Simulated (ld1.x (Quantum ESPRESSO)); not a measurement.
# fluorine, ultrasoft: configuration errors across variants

fluorine (F), ultrasoft, made with ld1.x (Quantum ESPRESSO) 7.5 (LDA (PZ), scalar-relativistic). Core [He], reference 2s2 2p4 (charge +1). Waves: 2s (bound): rcut 0.65, rcutus 0.85 bohr; 2s channel at 1.1 Ry: rcut 0.65, rcutus 0.85 bohr; 2p (bound): rcut 0.75, rcutus 1.00 bohr; 2p channel at -1.55 Ry: rcut 0.75, rcutus 1.00 bohr. Local part: all-electron potential smoothed inside 0.75 bohr (lloc = -1). Core correction: a·sin(br)/r model core inside 0.75 bohr. Augmentation charge: built from norm-conserving waves at rcut, not smoothed further.

All-electron excitation energies from the reference (eV): (1) 2s2 2p5 -19.555; (2) 2s2 2p3 38.512; (3) 2s2 2p2 99.244; (4) 2s1 2p5 18.655; (5) 2s2 2p4.5 -11.925; (6) 2s1 2p6 -1.165; (7) 2s2 2p1 185.111; (8) 2s2 2p4 spin -1.833; (9) 2s2 2p5 spin -19.934.

Spin tests fill each open shell by Hund’s rule, majority spin first.

1 further variants failed, have other tests or too few solved ones, and are left out.

Errors AE − PS in meV (a dash: test not solved or not reliable):

```tsv
change	(1)	(2)	(3)	(4)	(5)	(6)	(7)	(8)	(9)	bound ghosts
base	+2.8	+4.9	+49	+14	+1.2	+18	+234	+178	+37	none
local potential all-electron potential smoothed inside 0.80 bohr (lloc = -1)	+2.9	+5.0	+50	+14	+1.3	+19	+236	+178	+37	none
type RRKJ; waves now 2s (bound): rc 0.85 bohr; 2p (bound): rc 1.00 bohr; local potential all-electron potential smoothed inside 0.90 bohr (lloc = -2); rho0 0.001	+1.2	+14	+135	+21	+1.2	+33	+580	+157	+32	none
core correction none	+2.8	+5.2	+51	+14	+1.2	+19	+242	+183	+38	none
waves 2s (bound): rcut 0.65, rcutus 1.32 bohr; 2s channel at 1.1 Ry: rcut 0.65, rcutus 1.32 bohr	+3.0	+5.8	+56	+15	+1.3	+19	+258	+178	+37	none
wave 2p channel at -1.55 Ry: rcut 0.75, rcutus 1.00 bohr becomes 2p channel at -1.2 Ry: rcut 0.75, rcutus 1.00 bohr	+2.7	+5.0	+50	+14	+1.2	+18	+237	+178	+37	none
local potential all-electron potential smoothed inside 0.70 bohr (lloc = -1)	+3.0	+5.6	+54	+14	+1.3	+19	+243	+178	+37	none
```

Task: Give the same row for: augmentation PSQ, radius 0.65 bohr.

Result: +2.4, +2.9, +35, +12, +1.1, +15, +177, +175, +36; bound ghosts: none.
